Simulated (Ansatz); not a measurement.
Relaxation of CH$_{9}$BN$_{2}$Si (14 atoms, charge 0, multiplicity 1), to a largest force component of 0.02 eV/Å in at most 40 steps.

These are results of Ansatz, UKS B3LYP-D4/STO-3G, not measurements.

```xyz
14
Properties=species:S:1:pos:R:3:forces:R:3
B -1.567 1.029 1.512 -2.35 2.14 -0.05
Si -0.667 0.334 -0.021 1.37 -0.39 0.10
N -0.008 1.679 -1.000 0.53 1.13 2.43
N 0.729 -0.728 0.564 -2.96 1.20 2.39
C 1.240 -1.478 -0.572 1.23 -1.31 -0.23
H -2.523 1.826 1.327 1.60 -1.41 0.51
H -1.258 0.791 2.602 0.03 -0.13 0.52
H -1.568 -0.415 -0.853 -0.22 -0.24 -0.39
H 0.844 2.068 -0.409 -1.39 -0.71 -1.48
H 0.406 1.261 -1.842 0.96 -0.37 -1.12
H 0.202 -1.439 1.225 1.20 0.82 -1.04
H 2.039 -2.153 -0.156 -0.38 0.17 -0.98
H 1.676 -0.742 -1.281 0.07 -0.49 -0.08
H 0.442 -2.063 -1.066 0.31 -0.42 -0.57
```

Problem. Where does it end, and by what steps?

Solution. The forces met the threshold. The force dipped under the threshold on the way, but the program's further checks kept it going. Limits of this set-up: minimal basis. After 33 steps the energy has fallen by 0.564 eV; H7 moved furthest, 0.79 Å.

```csv
step,energy less start (eV),largest force component (eV/Å),accepted
0,0.0000,2.961,yes
2,-0.5189,0.383,yes
4,-0.5460,0.163,yes
6,-0.4197,1.139,no
8,-0.5553,0.083,yes
10,-0.5560,0.021,yes
12,-0.5562,0.018,yes
14,-0.5569,0.036,yes
16,-0.5578,0.181,yes
18,-0.5586,0.063,no
20,-0.5598,0.122,yes
22,-0.5615,0.143,yes
24,-0.5628,0.033,yes
26,-0.5629,0.081,yes
28,-0.5630,0.163,no
30,-0.5641,0.050,no
32,-0.5643,0.009,yes
33,-0.5644,0.014,yes
```

```xyz
14
Properties=species:S:1:pos:R:3
B -1.615 1.039 1.553
Si -0.669 0.379 -0.042
N -0.070 1.707 -1.057
N 0.681 -0.657 0.504
C 1.263 -1.560 -0.542
H -1.966 2.154 1.653
H -1.871 0.315 2.441
H -1.582 -0.364 -0.901
H 0.651 2.266 -0.535
H 0.462 1.327 -1.882
H 0.390 -1.265 1.311
H 2.125 -2.115 -0.127
H 1.635 -0.949 -1.385
H 0.553 -2.307 -0.962
```

Whether the end is a true minimum wasn't checked by a vibrational analysis.

Time of the run: 2.5 min on 1 thread of Arm Neoverse V1, on a shared host, peak memory 0.18 GiB.
